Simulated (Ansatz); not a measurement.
Total energies of GaH2Me (CH₅Ga) from Ansatz at PBE0-D4/def2-TZVP, gas phase (1 Eh = 27.2114 eV = 2625.5 kJ/mol). The reference geometry is relaxed at PBE0-D4/def2-TZVP.

Cartesian coordinates in Å:
```
Ga 0.5126 -0.6902 -0.6221
H 1.8933 -1.2936 -0.1671
H -0.1075 -1.1627 -1.9893
C -0.4298 0.6076 0.5154
H -1.0208 0.0621 1.2585
H -1.1162 1.2327 -0.0574
H 0.2683 1.2441 1.0621
```

```
                 state   geometry  energy (Eh)
      charge 0 singlet  reference  -1965.65452
      charge 1 doublet  reference  -1965.27608
free Ga atom (doublet)          –  -1924.55212
 free H atom (doublet)          –     -0.50104
 free C atom (triplet)          –    -37.80537
```

Question: Work out the vertical ionisation energy to the doublet.

Answer: E(charge 1 doublet) − E(charge 0 singlet) = -1965.27608 − (-1965.65452) = 0.37844 Eh = 10.30 eV. For comparison, −ε of the highest occupied level is 8.03 eV at this level, 2.27 eV less.

Question: What is the binding energy per atom against free atoms?

Answer: Atoms: 1 × (-1924.55212) + 5 × (-0.50104) + 1 × (-37.80537) = -1964.86269 Eh. Binding: -1964.86269 − (-1965.65452) = 0.79183 Eh = 21.55 eV, or 3.08 eV for each of 7 atoms (no zero-point energy, no counterpoise term).
